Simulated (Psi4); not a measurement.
A ladder of methods for YN2H4Cl (SMILES [NH2][Y]([NH2])[Cl])

The species is YN2H4Cl (8 atoms), meant as a singlet with charge 0. As SMILES, `[NH2][Y]([NH2])[Cl]`. The shape was relaxed beforehand at PBE0/def2-TZVP. This is one conformer, not always the lowest.

```xyz
8

N     0.5955    1.8190   -0.3960
Y     0.5404    0.0194    0.7382
N    -1.2588   -1.1090    0.6012
Cl    2.4805   -0.7268    2.1149
H     1.3664    2.4728   -0.4683
H    -0.1481    2.1921   -0.9748
H    -1.4668   -1.9911    1.0547
H    -2.0827   -0.8654    0.0632
```

Quantity: the dipole moment, in D. The values are calculated.

| level | kind | program | value (D) | CPU time |
| --- | --- | --- | --- | --- |
| PBE-D4/def2-TZVPP (density fitting, core potential) | GGA | Psi4 | 3.22 | 70 s |
| r2SCAN-D4/def2-TZVPP (density fitting, core potential) | meta-GGA | Psi4 | 3.24 | 4.1 min |
| B3LYP-D4/def2-TZVPP (density fitting, core potential) | global hybrid | Psi4 | 3.19 | 65 s |
| PBE0-D4/def2-TZVPP (density fitting, core potential) | global hybrid | Psi4 | 3.22 | 69 s |
| wB97M-V/def2-TZVPP (density fitting, core potential) | range-separated hybrid | Psi4 | 3.14 | 4.3 min |

The values span 3.14 to 3.24 D. Magnitudes only. CPU times are rough (shared hosts, several kinds of processor): they show what a rung costs within a factor of a few.
